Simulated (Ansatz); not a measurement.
Isolated molecules relaxed with PBE0-D4/def2-TZVP in Ansatz; ΔE leaves out vibrations. CBS: MP2 limit from def2 TZ/QZ plus the TZ coupled-cluster correction, frozen cores. This one scheme is used for every species. DFT in def2-TZVPP. B3LYP here is the variant with VWN-RPA as its local correlation; programs differ in this. For Ge outer-core shells are correlated without core-valence functions, which leaves a few kJ/mol of doubt a bond. Scalar relativity is left out up to krypton. Each species was taken in one conformer, which may not be the lowest.

Consider the cleavage of the Ge–Ge bond: `[OH][Ge]([F])([Cl])[GeH3]` + CH₃OH → `C[O][Ge]([OH])([F])[Cl]` + GeH₄.

| level | ΔE (kJ/mol) |
| --- | --- |
| B3LYP-D4 | 2.8 |
| MP2/CBS(def2) | -3.1 |

Problem. What does CCSD(T)/CBS give? (Best estimate.)

Solution. Ansatz gave: -3.2 kJ/mol. The listed levels differ from it by 6.0, 0.1 kJ/mol.

Largest T1 diagnostic among the species: 0.012.

In def2-TZVPP, CCSD(T) changes the Hartree–Fock value by +10.1 kJ/mol (the triples alone add −0.1 kJ/mol) and MP2 by +10.1 kJ/mol. From PBE to PBE0 (25 % exact exchange), in def2-TZVPP and without D4, ΔE moves by −5.7 kJ/mol.
